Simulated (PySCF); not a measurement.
4-bromothiophenol, C6H5BrS.
SMILES with atom numbers: `[SH:1][c:2]1[cH:3][cH:4][c:5]([Br:6])[cH:7][cH:8]1` (hydrogens: H9 on S1; H10 on C3; H11 on C4; H12 on C7; H13 on C8)

Method: PBE0-D3(BJ)/def2-SVP geometry optimisation, gas phase (PySCF).

(1) What internal coordinates does the optimisation give?

## Answers

(1) 
```json
{"bond": "S1–C2", "length (bohr)": "3.334", "order": "single"}
{"bond": "C2–C3, C2–C8", "length (bohr)": "2.646", "order": "aromatic"}
{"bond": "C3–C4, C7–C8", "length (bohr)": "2.629", "order": "aromatic"}
{"bond": "C4–C5, C5–C7", "length (bohr)": "2.634", "order": "aromatic"}
{"bond": "C5–Br6", "length (bohr)": "3.564", "order": "single"}
{"bond": "S1–H9", "length (bohr)": "2.548", "order": "single"}
{"bond": "C3–H10, C8–H13", "length (bohr)": "2.065", "order": "single"}
{"bond": "C4–H11, C7–H12", "length (bohr)": "2.062", "order": "single"}
```

Bonds in one row agree within 0.02 bohr and their mean is given. Orders are formal, as drawn. A selection of angles:
```json
{"angle": "C2–S1–H9", "degrees": "96.7"}
{"angle": "S1–C2–C3", "degrees": "123.3"}
{"angle": "S1–C2–C8", "degrees": "117.8"}
{"angle": "C3–C2–C8", "degrees": "118.9"}
{"angle": "C2–C3–C4", "degrees": "120.6"}
{"angle": "C2–C3–H10", "degrees": "120.3"}
{"angle": "C4–C3–H10", "degrees": "119.1"}
{"angle": "C3–C4–C5", "degrees": "119.8"}
{"angle": "C3–C4–H11", "degrees": "120.1"}
{"angle": "C5–C4–H11", "degrees": "120.2"}
{"angle": "C4–C5–Br6", "degrees": "119.9"}
{"angle": "C4–C5–C7", "degrees": "120.3"}
```

Dihedral angles: H9–S1–C2–C3 0° (synperiplanar).

Of the pairs four or more bonds apart, H9···H10 is among the closest relative to their van der Waals radii: 2.35 Å, 98 % of the sum of Bondi's values. S1 (thiol sulfur) is bent (angle 96.7°). The 6-membered ring C2–C3–C4–C5–C7–C8 has internal angles of 118.9° to 120.7° (sum 720°, against 720° for a flat polygon); it is planar, 0.00 Å rms from its mean plane, widest ring torsion 0°. The 8 heavy atoms lie in one plane (0.000 Å rms).

Point group: Cs (every atom within 0.08 Å of its image). Not checked by PBE0-D3(BJ)/def2-SVP frequencies. One conformer, not necessarily the lowest (H–S1–C2–C3 0°).
